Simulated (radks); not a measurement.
The numbers below are computed, except where a source is named.
Question: Te2+, configuration [Kr] 4d10 5s2 5p1 6f1 (not the ground configuration). Level of theory: scalar-relativistic Kohn-Sham, r2SCAN, spin-polarised, spherical densities, finite nucleus; open shells are filled with parallel spins first (spin-orbit coupling, left out, can overturn this in heavy ions); meta-GGA in the generalised Kohn-Sham scheme; Fermi nuclear charge, rms radius 4.7423 fm (a radial shooting solver on a logarithmic mesh with Libxc functionals). Some entries of the table are withheld. Estimate them.

orbital  occ.  eigenvalue (eV)  <1/r> (bohr^-1)  <r^2> (bohr^2)
1s up       1        -31712.99            55.57        0.001049
1s down     1        -31712.93            55.57        0.001048
2s up       1        -4903.506            12.73         0.01693
2s down     1        -4903.503            12.73         0.01693
2p up       3        -4401.680            12.18         0.01340
2p down     3        -4401.645            12.18         0.01340
3s up       1        -1004.798            4.560          0.1181
3s down     1        -1004.763            4.560          0.1181
3p up       3        -840.5556            4.331          0.1186
3p down     3        -840.5100            4.331          0.1186
3d up       5        -592.6502            4.088          0.1043
3d down     5        -592.6047            4.088          0.1043
4s up       1        -196.3290            1.815          0.6621
4s down     1        -196.2031            1.814          0.6623
4p up       3        -145.1763            1.659          0.7686
4p down     3        -145.0583            1.659          0.7682
4d up       5              (1)            1.372           1.095
4d down     5              (2)            1.376           1.085
5s up       1         -40.7390              (3)           4.217
5s down     1         -39.2401              (4)           4.156
5p up       1         -29.3735           0.5739           5.582
5p down     0         -27.5961           0.5846           5.383
6f up       1          -3.4869           0.1304           189.2

Answer: 
(1) 4d up eigenvalue (eV): -70.3181
(2) 4d down eigenvalue (eV): -70.1204
(3) 5s up <1/r> (bohr^-1): 0.6676
(4) 5s down <1/r> (bohr^-1): 0.6759
